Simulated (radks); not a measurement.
All-electron atom: Au2+ in [Kr] 4d10 4f14 5s2 5p5 5d9 6p1 (not the ground configuration). All-electron calculation, Dirac Kohn-Sham, PBE, spin-unpolarised, spherical densities, point nucleus; open shells fill j = l - 1/2 first. Program: a radial shooting solver on a logarithmic mesh with Libxc functionals.

Normalised radial functions P(r) = r R(r) (large component), r in bohr:

```
   r/bohr * 5d5/2, o 6p1/2 (the largest magnitude, 0.92, reaches the edge; | marks zero, & curves that meet)
 0.002168                             &
 0.002524                             &
 0.002939                             &
 0.003421                             &
 0.004015                             &
 0.004674                             *o
 0.005441                             *o
 0.006334                             *o
 0.007374                             *o
 0.008585                             *o
 0.009994                             *o
  0.01163                             * o
  0.01365                             * o
  0.01589                             * o
   0.0185                             |*o
  0.02154                             |* o
  0.02508                             |* o
  0.02919                             |* o
  0.03399                             | *o
  0.03957                             |  &
  0.04643                             | o *
  0.05405                             | o  *
  0.06293                             o     *
  0.07326                            o|      *
  0.08528                           o |       *
  0.09928                          o  |        *
   0.1156                         o   |        *
   0.1346                         o   |       *
   0.1579                          o  |    *
   0.1838                            o| *
    0.214                          *  |o
   0.2491                      *      |   o
     0.29                  *          |     o
   0.3376                *            |     o
   0.3931                 *           |   o
   0.4576                    *        |o
    0.537                          o* |
   0.6251                      o      |    *
   0.7278                   o         |            *
   0.8472                    o        |                   *
   0.9863                      o      |                        *
    1.148                           o |                          *
    1.337                             |    o                    *
    1.556                             |          o            *
    1.826                             |               o  *
    2.126                             |              *   o
    2.475                             |         *         o
    2.881                             |      *           o
    3.354                             |   *           o
    3.905                             | *         o
    4.546                             |*      o
    5.292                             *    o
     6.21                             * o
     7.23                             *o
    8.417                             &
    9.798                             &
```

5d5/2: eigenvalue -31.290 eV, 2 radial nodes at r = 0.195, 0.565 bohr, <r> = 1.46 bohr, 90 % of the charge inside 2.21 bohr. 6p1/2: eigenvalue -17.580 eV, 4 radial nodes at r = 0.0667, 0.197, 0.474, 1.19 bohr, <r> = 2.79 bohr, 90 % of the charge inside 4.07 bohr.
